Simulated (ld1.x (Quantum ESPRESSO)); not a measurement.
Before and after: ultrasoft potential for lithium (Li)

| Quantity | Value |
| --- | --- |
| Element | Li (Z = 3) |
| Generator | ld1.x (Quantum ESPRESSO) 7.5 |
| Type | ultrasoft |
| Functional | PW91 |
| Relativity | non-relativistic |
| Frozen core | none |
| Valence charge | 3 |
| Reference configuration | 1s2 2s0 2p0 (charge +1) |
| Partial waves | 1s (bound): rcut 0.90, rcutus 1.00 bohr; 2s (bound, empty): rcut 0.90, rcutus 1.00 bohr; 2p (bound, empty): rcut 3.45, rcutus 4.55 bohr; 2p channel at 0.9 Ry: rcut 3.45, rcutus 4.55 bohr |
| Local potential | all-electron potential smoothed inside 1.20 bohr (lloc = -1) |
| Core correction | none |
| Augmentation charge | PSQ, radius 0.75 bohr |

All-electron outer shells of the reference configuration (PW91, non-relativistic, ld1.x):

```csv
shell,level (eV),outermost node (bohr),outermost maximum (bohr)
1s,-60.60,–,0.36
2s,-6.70,0.81,2.43
2p,-4.67,–,2.31
```

Change: all radii scaled by about 1.33 (s 1.32, p 6.04 bohr, rcut 1.20/4.58); local potential all-electron potential smoothed inside 1.60 bohr (lloc = -1); augmentation PSQ, radius 1.00 bohr.

Cutoffs: the cutoffs (Ry, on a coarse ladder) from which the occupation-weighted sum of valence levels, in a spherical-Bessel basis at the reference potential, stays within 10 and 1 mRy of its value at 400 Ry; they do not see the model core or the augmentation charge, which bear on the density cutoff. Errors are all-electron minus pseudo energies relative to the spin-unpolarised reference configuration.

Task: What does the change do?

Result: The potential gets softer (45 Ry and 60 Ry → 25 Ry and 35 Ry); the number of tests that count goes from 4 to 0 (the test run of the changed file stopped, so its transferability is not established); neither file shows a bound ghost at the reference potential, the only one tested. A larger radius leaves more room for a smooth pseudo-wave, so fewer plane waves are needed.

| quantity | base | changed |
| --- | --- | --- |
| cutoff, loose | 45 Ry | 25 Ry |
| cutoff, tight | 60 Ry | 35 Ry |
| bound ghosts | none | none |
| tests counted (converged, no solver errors) | 4 of 4 | 0 of 4 (the test run stopped) |
| lowest overlap eigenvalue by channel | s 0.34, p 0.78 | s 0.14, p 1.00 |

Changed file: The cutoffs count occupied waves only; the empty 2s level needs 45 Ry at the loose tolerance. Tests not counted: 1s2 2s1 2p0 (pseudo-atom not self-consistent, printed error -88.6 eV); 1s2 2s0.5 2p0 (pseudo-atom not self-consistent, printed error -89 meV).
